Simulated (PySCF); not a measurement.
PySCF input file for HCl, SMILES Cl, HF/pcSseg-2. The structure is a stationary point at B3LYP-D3(BJ)/def2-TZVP.

```python
import numpy as np
from pyscf import gto, scf, dft
from pyscf.prop.nmr import rhf as nmr

mol = gto.M(
    atom='''
    Cl    0.00000000    0.00000000   -0.07122211
    H     0.00000000    0.00000000    1.21077586
    ''',
    basis='pcSseg-2',
    charge=0,
    spin=0,
    max_memory=1600,
    verbose=3,
)
mf = scf.RHF(mol)
mf.conv_tol = 1e-10
mf.max_cycle = 100
mf.kernel()
n = nmr.NMR(mf)
n.verbose = 2
n.max_cycle_cphf = 60
sigma = n.kernel()
print('atom   isotropic/ppm   span/ppm')
for i, s in enumerate(sigma):
    w = np.linalg.eigvalsh((s + s.T) / 2)
    print(f'{mol.atom_symbol(i):2s}{i + 1:3d} {w.mean():14.3f} {w[2] - w[0]:11.3f}')
```

Program output:

```
converged SCF energy = -460.104933931642
atom   isotropic/ppm   span/ppm
Cl  1        947.166     302.015
H   2         30.098      22.363
```

Self-consistency was reached.

Cost: very roughly 1.6 core-seconds.
